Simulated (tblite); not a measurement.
Species: CH11NSi3.
SMILES with atom numbers: `[CH3:1][Si@H:2]([SiH3:3])[NH:4][SiH3:5]` (hydrogens: H6, H7, H8 on C1; H9 on Si2; H10, H11, H12 on Si3; H13 on N4; H14, H15, H16 on Si5)

The geometry is computed with GFN2-xTB (gas phase).

**Question.** What internal coordinates does the optimisation give?

**Answer.** 
| bond | length (Å) | order |
| --- | --- | --- |
| C1–Si2 | 1.904 | single |
| Si2–Si3 | 2.308 | single |
| Si2–N4 | 1.743 | single |
| N4–Si5 | 1.730 | single |
| C1–H6, C1–H7, C1–H8 | 1.086 | single |
| Si2–H9 | 1.482 | single |
| Si3–H10, Si3–H11, Si3–H12 | 1.468 | single |
| N4–H13 | 1.008 | single |
| Si5–H14, Si5–H15, Si5–H16 | 1.464 | single |

Bonds in one row agree within 0.01 Å and their mean is given. Orders are formal, as drawn. A selection of angles:
| angle | degrees |
| --- | --- |
| Si2–C1–H6 | 111.6 |
| H6–C1–H7 | 107.5 |
| C1–Si2–Si3 | 112.5 |
| C1–Si2–N4 | 105.2 |
| C1–Si2–H9 | 106.7 |
| Si3–Si2–N4 | 110.3 |
| Si3–Si2–H9 | 113.3 |
| N4–Si2–H9 | 108.5 |
| Si2–Si3–H10 | 110.9 |
| Si2–Si3–H11 | 114.0 |
| H10–Si3–H11 | 105.4 |
| Si2–N4–Si5 | 129.8 |
| Si2–N4–H13 | 114.2 |
| Si5–N4–H13 | 113.8 |
| N4–Si5–H14 | 112.1 |
| N4–Si5–H15 | 106.7 |
| N4–Si5–H16 | 105.9 |
| H14–Si5–H15 | 109.8 |
| H15–Si5–H16 | 112.5 |

Torsions: C1–Si2–N4–Si5 176° (antiperiplanar).

N4 (nitrogen bridging silicon atoms) is almost planar (angles 129.8°, 114.2° and 113.8°, sum 357.8°, 0.12 Å off the plane of its three neighbours). Si5 (SiH3 silicon) is distorted tetrahedral (angles from 105.9° to 112.5°). Of the pairs four or more bonds apart, Si3···H15 is among the closest relative to their van der Waals radii: 3.41 Å, 103 % of the sum of Bondi's values. Si2 (SiH silicon) is distorted tetrahedral (angles from 105.2° to 113.3°). Si3 (SiH3 silicon) is distorted tetrahedral (angles from 105.2° to 114.5°).

Point group: C1 (no symmetry element, even within 0.4 Å). GFN2-xTB frequencies show an imaginary mode (23i cm⁻¹), so the point is no minimum at that level. 3 starts were optimised and ended at 0.00, 0.13 and 0.68 kcal/mol (GFN2-xTB); the lowest of these is shown.

On Arm Neoverse V2, one thread, shared host with 96 logical CPUs at a one-minute load of 11, this took 0.52 s. This is the geometry optimisation.
